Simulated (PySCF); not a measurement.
**Radial density of Ar³⁺ (argon, charge +3)**

UHF, [Ne] 3s2 3p3, high-spin 4S determinant. Computed with PySCF 2.14 in aug-cc-pV(D+d)Z (5s4p3d, 32 functions), with no relativity, point nucleus.

```tsv
r (bohr)	4πr²ρ (e/bohr)	4πr²(ρα − ρβ)
0.00119	0.06512	0.0000
0.00200	0.1795	0.0000
0.00336	0.4824	0.0001
0.00565	1.258	0.0002
0.00950	3.098	0.0006
0.0160	6.952	0.0017
0.0269	13.32	0.0057
0.0452	19.74	0.0237
0.0760	19.75	0.0995
0.128	14.60	0.3297
0.215	18.21	0.5938
0.362	19.25	0.2466
0.609	6.528	0.2709
1.02	4.452	2.3395
1.72	2.494	1.5793
2.90	0.1296	0.0861
4.87	0.0003358	0.0003
8.19	1.627e-05	0.0000
```
